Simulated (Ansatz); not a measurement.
Ansatz (a first-principles code) input (SVWN5/def2-TZVPD):

Ansatz 0.2 input:
```yaml
crystal:
  periodic: [false, false, false]
  atoms:
    - {symbol: Sc, position_ang: [-0.00000000, -0.00000000, -0.45833916]}
    - {symbol: O, position_ang: [0.00000000, 0.00000000, 1.20314028]}
basis:
  gaussian:
    orbitals: def2-TZVPD
hamiltonian:
  xc: {name: SVWN5}
total_charge: -1
```

End of the output:

```
integrals: 0.02 GiB planned
655 factors; their error is unknown
mean field: 0.19 GiB planned
mean field evaluation 1: about -22662.0997 eV, gradient 1.1e2 eV
mean field evaluation 2: about -22592.8082 eV, gradient 2.1e2 eV
mean field evaluation 4: about -22681.4509 eV, gradient 2.1e1 eV
mean field evaluation 8: about -22682.3791 eV, gradient 1.9e-1 eV
mean field evaluation 16: about -22682.3749 eV, gradient 8.6e-5 eV
mean field evaluation 32: about -22677.9661 eV, gradient 2.7e-1 eV
mean field -22682.37490711 eV, -833.5619031704 hartree, gradient 2.2e-6 eV, S^2 0.000000; 4 other end points of the search recorded, 0 dependent functions left out
reference -22682.37494487 eV, -833.5619045581 hartree; 15, 15 occupied and 73, 73 virtual orbitals, 655 factors
Total energy: -22682.37494487 eV, -833.5619045581 hartree
```

This state (charge -1, singlet) is run at the relaxed geometry of the species with charge 0 and multiplicity 2.
